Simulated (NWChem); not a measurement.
## Lowest excitation of CH$_{3}$Si (+1)

```
C
H 1 1.1134
H 1 1.1134 2 112.84
Si 1 1.7337 2 120.06 3 150.64
H 4 1.5040 1 129.65 2 105.73
```
Charge +1, spin multiplicity 1.

Program: NWChem. Structure: optimised with PBE/def2-SVP, a minimum by its harmonic frequencies.

Basis set: def2-SVPD. CR-EOMCCSD(T) is the triples correction to the same EOM-CCSD root.

```tsv
method	lowest vertical singlet excitation energy (eV)	remark	difference from EOM-CCSD
TD-PBE	2.90	-	-0.10
CIS	2.98	-	-0.01
TDA-PBE0	2.95	-	-0.04
EOM-CCSD	2.99	large amplitudes	0.00
CR-EOMCCSD(T)	2.71	large amplitudes	-0.28
TD-B3LYP	2.91	-	-0.08
```

The values span 0.28 eV, from CR-EOMCCSD(T) (lowest) to EOM-CCSD (highest). 

The correlated methods keep 6 core orbitals frozen. B3LYP has NWChem's definition, with VWN1-RPA local correlation. The spin multiplicity of the parent species was assumed, not shown to be that of its ground state. The structure started from a generated list of species. Coupled-cluster values serve here as a point of comparison, not as the truth.
